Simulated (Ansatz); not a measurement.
Consider the ligand exchange at the Si–C bond: `O=COC[SiH2]S` + `OCS` → `OCS[SiH2]S` + `COC=O`.

Isolated molecules relaxed with PBE0-D4/def2-TZVP in Ansatz; ΔE leaves out vibrations. CBS: MP2 limit from def2 TZ/QZ plus the TZ coupled-cluster correction, frozen cores. Each species was taken in one conformer, which may not be the lowest.

| level | ΔE (kcal/mol) |
| --- | --- |
| HF/def2-QZVPP | -20.5 |
| MP2/CBS(def2) | -24.4 |

Problem. What does CCSD(T)/CBS give? (Best estimate.)

Solution. Computed: -22.8 kcal/mol. The listed levels differ from it by 2.3, -1.6 kcal/mol.

Largest T1 diagnostic among the species: 0.015.

The D4 term adds −1.4 kcal/mol with B3LYP and −0.7 kcal/mol with PBE0; it sums over pairs of atoms, weighted by their polarisabilities, and B3LYP, whose exchange is more repulsive, gets the larger term. In def2-TZVPP, CCSD(T) changes the Hartree–Fock value by −1.4 kcal/mol (the triples alone add −0.8 kcal/mol) and MP2 by −3.0 kcal/mol.

B3LYP here is the variant with VWN-RPA as its local correlation; programs differ in this.
